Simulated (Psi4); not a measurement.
Psi4 input (wB97X-D/6-31G*):

```
memory 1500 MB

molecule {
0 2
N    -1.21564500   -0.41718000   -0.54871000
B    -0.00251000    0.05412000    0.03954700
N     1.26163500   -0.57463400   -0.17602800
O    -0.05363400    1.15665100    0.84518700
H    -2.07327500    0.09297800   -0.42171700
H    -1.35783600   -1.39809500   -0.72291900
H     2.08046200   -0.24796900    0.30846200
H     1.47033500   -1.02802500   -1.04989300
symmetry c1
no_reorient
no_com
}

set {
  basis 6-31G*
  reference uks
  scf_type pk
  dft_radial_points 99
  dft_spherical_points 590
  e_convergence 1e-8
  d_convergence 1e-7
  maxiter 150
}

e = energy('wb97x-d')
print_out(f'\nFINAL {e:.10f} DIPOLE {variable("CURRENT DIPOLE")[0]:.6f} {variable("CURRENT DIPOLE")[1]:.6f} {variable("CURRENT DIPOLE")[2]:.6f}\n')
```

From the output:

```
  HONO-1 :   15  A 1.9969016
  HONO-0 :   16  A 1.0000000
  LUNO+0 :   17  A 0.0030984
  LUNO+1 :   18  A 0.0009392
  LUNO+2 :   19  A 0.0001327
  LUNO+3 :   20  A 0.0001208

Computation Completed

Properties will be evaluated at   0.000000,   0.000000,   0.000000 [a0]

Properties computed using the SCF density matrix

 Multipole Moments:

 ------------------------------------------------------------------------------------
     Multipole            Electronic (a.u.)      Nuclear  (a.u.)        Total (a.u.)
 ------------------------------------------------------------------------------------

 L = 1.  Multiply by 2.5417464519 to convert [e a0] to [Debye]
 Dipole X            :          0.0810183           -0.0000113            0.0810069
 Dipole Y            :         -1.7470027           -0.0000019           -1.7470046
 Dipole Z            :         -1.2765658           -0.0000038           -1.2765695
 Magnitude           :                                                    2.1652291

 ------------------------------------------------------------------------------------

FINAL -211.8861176331 DIPOLE 0.081007 -1.747005 -1.276570

*** Psi4 exiting successfully. Buy a developer a beer!
```

The geometry given is a B3LYP-D3(BJ)/def2-TZVP minimum.
